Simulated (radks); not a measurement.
Problem. The lead ion Pb3+, configuration [Xe] 4f14 5d10 6s1 (the NIST ground configuration). All-electron calculation, Dirac Kohn-Sham, PBE, spin-unpolarised, spherical densities, finite nucleus; Fermi nuclear charge, rms radius 5.5012 fm. Program: a radial shooting solver on a logarithmic mesh with Libxc functionals.

Spin-orbit splittings of the eigenvalues, e(l+1/2) - e(l-1/2), with zeta = 2 splitting/(2l+1) and mean radii in bohr:

shell  occ.  splitting (eV)  zeta (eV)  <r> j=l-1/2  <r> j=l+1/2
2p        6            2189       1460      0.05488      0.06380
3p        6               ?          ?       0.1644       0.1807
3d       10           104.0      41.58       0.1570       0.1619
4p        6           119.6      79.71       0.3853       0.4198
4d       10           22.32      8.928       0.4245       0.4356
4f       14           5.032      1.438       0.4507       0.4571
5p        6           22.35      14.90       0.9125        1.003
5d       10           2.665      1.066        1.252        1.294

Estimate the 3p splitting.

Solution. 488.5 eV (zeta = 325.6 eV).
